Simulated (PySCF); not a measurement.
Potassium: a sound run and one with changed settings

Sound run: K [Ar] 4s1, K⁺ [Ar]. Computed with PySCF 2.14 in def2-SVP (5s3p2d, 24 functions), with no relativity, point nucleus. The sound run starts from symmetry-adapted Hartree-Fock orbitals and uses a fine grid where one is needed.

Changed run: initial guess minao, at most 50 SCF cycles.

```json
{"species": "K", "method": "UHF", "sound run (hartree)": "-599.07743", "changed run (hartree)": "-599.07743", "converged": "yes"}
{"species": "K", "method": "PBE0", "sound run (hartree)": "-599.66183", "changed run (hartree)": "-599.66183", "converged": "yes"}
{"species": "K", "method": "B3LYP", "sound run (hartree)": "-599.84729", "changed run (hartree)": "-599.84729", "converged": "yes"}
{"species": "K⁺", "method": "UHF", "sound run (hartree)": "-598.93116", "changed run (hartree)": "-598.93116", "converged": "yes"}
{"species": "K⁺", "method": "PBE0", "sound run (hartree)": "-599.50152", "changed run (hartree)": "-599.50152", "converged": "yes"}
{"species": "K⁺", "method": "B3LYP", "sound run (hartree)": "-599.68277", "changed run (hartree)": "-599.68277", "converged": "yes"}
```

Here the plain start reaches the same solutions.
